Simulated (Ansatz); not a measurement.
**Question.** Predict a relaxed structure of Se6⁺ (the lowest doublet isomer of a short search), charge 1, doublet, at PBE0-D4/def2-SVP (Ansatz).

**Answer.** 
```csv
atom,x (Å),y (Å),z (Å)
Se1,-0.021,0.147,1.934
Se2,1.545,0.645,-1.326
Se3,0.840,1.856,0.633
Se4,0.939,-1.516,-0.761
Se5,-2.000,0.039,0.741
Se6,-1.302,-1.170,-1.221
```
Point group C2v (tolerance 0.1 Å). This is one stationary point.

The structure comes from a short search, and lower isomers may exist.
